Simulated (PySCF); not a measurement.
**Simulated absorption spectrum**

Species: C₆H₇F₂N.
SMILES with atom numbers: `[CH3:1][n:2]1[cH:3][cH:4][c:5]([CH:6]([F:7])[F:8])[cH:9]1` (hydrogens: H10, H11, H12 on C1; H13 on C3; H14 on C4; H15 on C6; H16 on C9)

Method: TDDFT PBE0/def2-SVPD, vertical, gas phase, core orbitals frozen in the response (PySCF 2.14.0, density-fitted response routines). The structure is a single GFN2-xTB conformer in the gas phase; no vibrational or solvent corrections. Torsions of this conformer, `[CH3:1][n:2]1[cH:3][cH:4][c:5]([CH:6]([F:7])[F:8])[cH:9]1`: C4–C5–C6–F7 121°.

Computed states:

| state | E (eV) | f |
| --- | --- | --- |
| S1 | 6.01 | 0.0005 |
| S2 | 6.14 | 0.076 |
| S3 | 6.39 | 0.025 |
| S4 | 6.73 | 0.0073 |
| S5 | 6.80 | 0.015 |
| S6 | 7.03 | 0.023 |
| S7 | 7.25 | 0.0012 |
| S8 | 7.38 | 0.532 |

Each state is given a Gaussian of 0.5 eV full width at half maximum, with ε(max) = 2.175×10⁸ f / Δν̃ (Δν̃ the width in cm⁻¹). The cross-section is σ = 3.8235×10⁻²¹ ε cm², given in Mb (10⁻¹⁸ cm²). The width is an assumption, not a result. The curve ends short of the highest state used, and states not computed would add to its high-energy end.

Question: Give the broadened spectrum and its maxima.

Answer: 
```
E (eV)  σ (Mb)
  5.26    0.00
  5.33    0.01
  5.39    0.03
  5.46    0.09
  5.53    0.25
  5.59    0.54
  5.66    1.21
  5.72    2.21
  5.79    4.06
  5.86    6.73
  5.92    9.55
  5.99   13.08
  6.06   16.22
  6.12   18.09
  6.19   18.90
  6.25   18.37
  6.32   16.62
  6.39   14.21
  6.45   12.12
  6.52   10.10
  6.58    8.96
  6.65    8.42
  6.72    8.80
  6.78   10.00
```

Maxima: 200 nm (6.19 eV), ε about 4900, made up of S2 (81%) and S3 (18%) (ε in L mol⁻¹ cm⁻¹; maxima over ε = 5, shares over 10%). At its high-energy end, 6.78 eV, the curve is still rising (ε about 2600, from S4, S5, S6 and S8).

Question: Coming from long wavelengths, where does ε first pass 100 L mol⁻¹ cm⁻¹?

Answer: At about 223 nm (5.56 eV), 0.45 eV below S1.

Question: On this curve, what absorbance would a 10⁻⁴ mol/L sample give at 222 nm over a 1 cm path?

Answer: 222 nm is 5.585 eV, where ε is about 130 L mol⁻¹ cm⁻¹, so A = ε c l ≈ 0.013 (Beer–Lambert, with the gas-phase spectrum and the assumed width).

Question: What would ε be at 6.19 eV, the highest of these maxima, with half the width (0.25 eV)?

Answer: About 8000 L mol⁻¹ cm⁻¹ against 4940, a factor of about 1.6; a lone state at its own centre would give exactly 2.
